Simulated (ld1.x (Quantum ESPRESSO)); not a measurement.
## caesium (Cs): excitation energies, all-electron against TM

caesium (Cs), norm-conserving Troullier–Martins (Kleinman–Bylander form), made with ld1.x (Quantum ESPRESSO) 7.5 (LDA (PZ), scalar-relativistic). Core [Xe], reference 5d0 6s1 6p0. Waves: 6p (bound, empty): rc 3.75 bohr; 5d (bound, empty): rc 4.20 bohr; 6s (bound): rc 3.60 bohr. Local part: the s channel. Core correction: a·sin(br)/r model core inside 3.20 bohr.

Energies are relative to the spin-unpolarised reference configuration 5d0 6s1 6p0; without spin polarisation the order of configurations can differ from experiment. Spin-polarised rows fill each open shell by Hund’s rule, majority spin first.

Give the all-electron excitation energy and the error of the potential for: 5d0 6s0.5 6p0; 5d0 6s0 6p1; 5d1 6s0 6p0; 5d0.5 6s0.5 6p0; 5d0 6s1 6p0 (spin-polarised); 5d0 6s0.5 6p0 (spin-polarised).

```csv
valence configuration,charge,ΔE all-electron (eV),error AE − PS (meV)
5d0 6s0.5 6p0,+0.5,1.555,-3.1
5d0 6s0 6p1,0,1.476,-7.2
5d1 6s0 6p0,0,1.721,-3.1
5d0.5 6s0.5 6p0,0,0.867,-1.2
5d0 6s1 6p0 (spin-polarised),0,-0.108,-0.7
5d0 6s0.5 6p0 (spin-polarised),+0.5,1.518,-3.9
```

Note: ghost state, extra bound levels that the all-electron valence spectrum of the same l lacks: p at -24.9 eV. A true bound ghost makes a file unfit for plane-wave use.
